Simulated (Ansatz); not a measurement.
`[OH][Zr]([OH])([F])[I]` and `[OH][Zr]([OH])([F])[SeH]` differ in one atom or group.

Ansatz, PBE0-D4/def2-TZVP geometries, multiplicity 1. Each molecule was computed in one conformer, which needn't be the lowest.

Elements past krypton have def2 core potentials. Scalar relativity is left out up to krypton.

```tsv
property	`[OH][Zr]([OH])([F])[I]`
HOMO energy (ωB97M-V/def2-TZVPP) / eV	-9.65
size of the dipole moment (PBE/def2-TZVPP) / D	3.79
HOMO–LUMO gap (PBE0/def2-TZVPP) / eV	6.56
ideal-gas entropy at 298 K and 1 bar (rigid rotor, harmonic PBE0-D4/def2-TZVP) / J/(mol·K)	405
HOMO–LUMO gap (B3LYP/def2-TZVPP) / eV	6.08
LUMO energy (PBE/def2-TZVPP) / eV	-1.83
```

Problem. What does the change do to each property? (Best estimate.)

Solution. Ansatz gave: 
```tsv
property	`[OH][Zr]([OH])([F])[SeH]`	shift
HOMO energy (ωB97M-V/def2-TZVPP) / eV	-9.03	0.62
size of the dipole moment (PBE/def2-TZVPP) / D	3.54	-0.25
HOMO–LUMO gap (PBE0/def2-TZVPP) / eV	6.01	-0.55
ideal-gas entropy at 298 K and 1 bar (rigid rotor, harmonic PBE0-D4/def2-TZVP) / J/(mol·K)	415	10
HOMO–LUMO gap (B3LYP/def2-TZVPP) / eV	5.54	-0.54
LUMO energy (PBE/def2-TZVPP) / eV	-1.77	0.06
```

With PBE0 the HOMO rises by 0.64 eV and the LUMO rises by 0.09 eV, so the gap narrows by about 0.55 eV. PBE moves the HOMO by 0.63 eV and ωB97M-V by 0.62 eV. The zero-point energy changes by 18.3 kJ/mol with +3 modes. Dipoles are sizes alone; their direction can turn.

B3LYP here is the variant with VWN-RPA as its local correlation; programs differ in this.

Spin–orbit coupling is left out; it splits and shifts lone-pair levels of the heavy atoms by tenths of an eV.
